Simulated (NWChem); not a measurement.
C3H3F3; SMILES CC(F)=C(F)F

```xyz
9

C     -1.1689    -1.5251     0.0000
C      0.0260    -0.6386     0.0000
F      1.2247    -1.2695     0.0000
C      0.0277     0.6910     0.0000
F     -1.0828     1.4239     0.0000
F      1.1185     1.4428     0.0000
H     -2.0878    -0.9345     0.0000
H     -1.1681    -2.1732    -0.8851
H     -1.1681    -2.1732     0.8851
```
Atoms are numbered in this order, from 1.

All runs: NWChem. Pople sets run with spherical d functions. Structure relaxed at the B3LYP/6-31G* (spherical d) level. Isolated, static molecule.

GIAO at B3LYP/6-31G*: principal shieldings of C2 are 31.3, 75.5, 95.1 ppm; an isolated tetramethylsilane molecule has σ = 190.2 ppm at the same levels.

Find the isotropic 13C shift, its principal values, the span and the skew.


1. σ(iso) = one third of the sum = 67.3 ppm.
2. δ = σ(reference) − σ = 122.9 ppm against tetramethylsilane.
3. δ11, δ22, δ33 = 158.9, 114.7, 95.1 ppm.
4. Span Ω = δ11 − δ33 = 63.8 ppm; skew κ = 3(δ22 − δ(iso))/Ω = -0.39.
